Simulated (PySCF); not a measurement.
C3H7O, SMILES [CH2]C(C)O, multiplicity 2. Atoms are numbered in the order given.

```xyz
11

C      1.2826    -0.6730     0.0843
C      0.0662     0.0750    -0.3355
C     -1.2209    -0.7028    -0.0860
O      0.0205     1.3598     0.2493
H      2.2182    -0.1239     0.2190
H      1.3094    -1.7656     0.0848
H      0.1332     0.2764    -1.4252
H     -2.0876    -0.1089    -0.4086
H     -1.3351    -0.9286     0.9871
H     -1.2251    -1.6579    -0.6332
H      0.0563     1.2350     1.2048
```
Charge 0, spin multiplicity 2.

The structure is a stationary point at PBE0-D3(BJ)/def2-SVP. The isomer is the one that the SMILES or the coordinates give; other isomers of the formula were not compared. Other conformers were not sampled.

All values below come from PBE/pcH-1 (PySCF).

Unrestricted Kohn–Sham, ⟨S²⟩ = 0.753. Hyperfine tensors hold the contact and dipolar terms, without spin-orbit corrections.

Computed hyperfine couplings:
```tsv
nucleus	A(iso) (MHz)	A(iso) (G)	dipolar principal values (MHz)
13C no. 1	85.8	30.6	-78.5, -78.1, 156.5
13C no. 2	-32.0	-11.4	-2.2, -0.7, 2.9
13C no. 3	28.6	10.2	-2.4, -1.8, 4.3
17O no. 4	-17.3	-6.2	-9.1, 4.0, 5.2
1H no. 5	-55.4	-19.8	-36.1, -0.7, 36.8
1H no. 6	-59.4	-21.2	-36.3, -0.7, 36.9
1H no. 7	122.8	43.8	-6.7, -1.4, 8.1
1H no. 8	-2.1	-0.8	-2.2, -1.9, 4.1
1H no. 9	-2.7	-1.0	-4.2, -2.4, 6.6
1H no. 10	-0.5	-0.2	-3.0, -2.6, 5.5
1H no. 11	-0.4	-0.1	-6.5, -2.1, 8.6
```

### Question
And the g tensor (effective nuclear charges for spin-orbit coupling, GIAO)? (Estimate from the structure and the level; the computed values follow.)

### Answer
principal values 2.0022, 2.0026, 2.0029; isotropic 2.0026.
